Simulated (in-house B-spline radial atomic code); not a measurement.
**How G0W0 and RPA depend on the start: Zr⁴⁺**

Configuration [Ar] 3d10 4s2 4p6. Computed with a B-spline radial code for spherical atoms: all electrons, non-relativistic, point nucleus, each spin shell either full or empty, empty states to l = 9 with an (l + 1/2)⁻⁴ tail; G0W0 by contour deformation at full frequency.

Without relativity these are model numbers: it shifts the levels of so heavy an element strongly and can reorder them.

```
            start  mean-field 4p (eV)  G0W0 (eV)  QP weight  RPA correlation (Eh)
     Hartree-Fock              -80.30     -81.08      0.969               -2.4785
         LDA VWN5              -72.67          ?          ?                     ?
              PBE              -72.53     -80.67      0.945               -2.6968
             PBE0              -74.82     -80.78      0.954               -2.6359
           r2SCAN              -73.26     -80.74      0.950               -2.6583
            HSE06              -74.36     -80.79      0.953               -2.6409
  B3LYP (VWN-RPA)              -74.34     -80.78      0.952               -2.6489
             SCAN              -73.30     -80.71      0.951               -2.6566
             TPSS              -72.79     -80.71      0.947               -2.6845
        BHandHLYP              -76.87     -80.91      0.960               -2.5805
        CAM-B3LYP              -76.26     -80.88      0.958               -2.6233
          LC-wPBE              -77.75     -80.91      0.962               -2.6232
            wB97X              -77.32     -80.84      0.961               -2.6112
           PBEsol              -72.51     -80.67      0.946               -2.6982
             BLYP              -72.32          ?          ?                     ?
          r2SCAN0              -75.29     -80.82      0.957               -2.6105
LDA exchange-only              -70.94     -80.74      0.943               -2.6999
```

What G0W0 level, weight and RPA correlation energy follow from the BLYP start?

G0W0 level -80.67 eV, weight 0.945, RPA correlation -2.698 hartree.

What G0W0 level, weight and RPA correlation energy follow from the LDA VWN5 start?

G0W0 level -80.68 eV, weight 0.946, RPA correlation -2.7006 hartree.

How much of the dependence on the start does G0W0 remove?

The mean-field levels span 9.36 eV and the G0W0 levels 0.419 eV. Against 80.348 ± 0.007 eV (NIST, semi-empirical) the G0W0 removal energies are off by +0.32 to +0.74 eV, with relativity, Breit and QED terms left out.
